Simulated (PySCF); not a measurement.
Compound: C2H8OSeSi.
Bonds: C1–Se2, Se2–C3, C3–O4, O4–Si5. Hydrogens: H6, H7, H8 on C1; H9, H10 on C3; H11, H12, H13 on Si5.

Theory: PySCF, PBE0-D3(BJ)/def2-SVP geometry optimisation, gas phase.

**Question.** What internal coordinates does the optimisation give?

**Answer.** 
| bond | length (bohr) |
| --- | --- |
| C1–Se2 | 3.671 |
| Se2–C3 | 3.704 |
| C3–O4 | 2.619 |
| O4–Si5 | 3.176 |
| C1–H6, C1–H7, C1–H8 | 2.075 |
| C3–H9, C3–H10 | 2.084 |
| Si5–H11, Si5–H12, Si5–H13 | 2.819 |

Bonds in one row agree within 0.02 bohr and their mean is given. A selection of angles:
| angle | degrees |
| --- | --- |
| Se2–C1–H6 | 110.8 |
| Se2–C1–H7 | 107.5 |
| Se2–C1–H8 | 109.5 |
| H6–C1–H7 | 109.5 |
| C1–Se2–C3 | 96.1 |
| Se2–C3–O4 | 114.4 |
| Se2–C3–H9 | 104.2 |
| Se2–C3–H10 | 108.4 |
| O4–C3–H9 | 112.4 |
| O4–C3–H10 | 108.6 |
| H9–C3–H10 | 108.6 |
| C3–O4–Si5 | 123.7 |
| O4–Si5–H11 | 104.6 |
| O4–Si5–H12 | 110.7 |
| H11–Si5–H12 | 110.1 |

Dihedral angles: C1–Se2–C3–O4 63° (synclinal); Se2–C3–O4–Si5 49° (synclinal). The mirror-image conformer, all signs reversed, is as good.

Si5 (oxygen-bound silicon) is distorted tetrahedral (angles from 104.6° to 112.0°). Of the pairs four or more bonds apart, Si5···H8 is among the closest relative to their van der Waals radii: 3.35 Å, 102 % of the sum of Bondi's values. O4 (silyl ether oxygen) is bent (angle 123.7°). Se2 (selenium bonded to 2 C) is bent (angle 96.1°).

Point group: C1 (no symmetry element, even within 0.4 Å). Not checked by PBE0-D3(BJ)/def2-SVP frequencies. The numbers are those of one conformer.

Hardware: Arm Neoverse V2, one thread (shared host). Cost: 3.3 min of wall time. These figures are those of the optimisation.
